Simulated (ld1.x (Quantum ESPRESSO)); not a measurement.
# tungsten (W), TM: configuration errors across variants

* Element: W (Z = 74)
* Generator: ld1.x (Quantum ESPRESSO) 7.5
* Type: norm-conserving Troullier–Martins (Kleinman–Bylander form)
* Functional: PBE
* Relativity: scalar-relativistic
* Frozen core: [Xe] 4f14
* Valence charge: 6
* Reference configuration: 5d4 6s1.5 6p0.5
* Partial waves: 6s (bound): rc 2.25 bohr; 6p (bound): rc 2.85 bohr; 5d (bound): rc 1.85 bohr
* Local potential: all-electron potential smoothed inside 2.85 bohr (lloc = -2)
* Core correction: none

All-electron excitation energies from the reference (eV): (1) 5d4 6s2 6p0 -2.210; (2) 5d4 6s1 6p0 6.673; (3) 5d4 6s0 6p0 22.353; (4) 5d4 6s0 6p2 7.049; (5) 5d5 6s0 6p0 7.482; (6) 5d4 6s0 6p1 12.126; (7) 5d5 6s1 6p0 -0.671.

3 further variants failed, have other tests or another functional or relativity, and are left out.

A true bound ghost makes a file unfit for plane-wave use even where its test errors are small: the radial tests pick states by their node count and pass the ghost by.

Errors AE − PS in meV (a dash: test not solved or not reliable):

| change | (1) | (2) | (3) | (4) | (5) | (6) | (7) | bound ghosts |
| --- | --- | --- | --- | --- | --- | --- | --- | --- |
| base | +1.4 | +2.0 | +63 | +11 | -22 | +22 | -30 | none |
| wave 5d (bound): rc 1.85 bohr becomes 5d (bound): rc 1.26 bohr | +1.4 | +2.0 | +63 | +11 | -22 | +23 | -31 | none |
| wave 6p (bound): rc 2.85 bohr becomes 6p (bound): rc 2.02 bohr | -3.7 | +0.5 | +63 | +92 | -8.0 | +40 | -22 | p |
| all radii scaled by about 0.78 (s 1.76, p 2.22, d 1.44 bohr); local potential all-electron potential smoothed inside 2.22 bohr (lloc = -2) | +8.0 | +16 | +242 | +140 | +206 | +166 | +62 | none |
| local potential all-electron potential smoothed inside 1.36 bohr (lloc = -2) | +1.6 | +2.3 | +70 | +10 | -15 | +18 | -21 | s, p |
| local potential the s channel | +1.4 | +2.1 | +63 | +10 | -24 | +19 | -33 | none |

(1) Give the same row for: wave 6s (bound): rc 2.25 bohr becomes 6s (bound): rc 1.78 bohr.

Results:

(1) +8.8, +11, +224, +145, +183, +167, +24; bound ghosts: s.
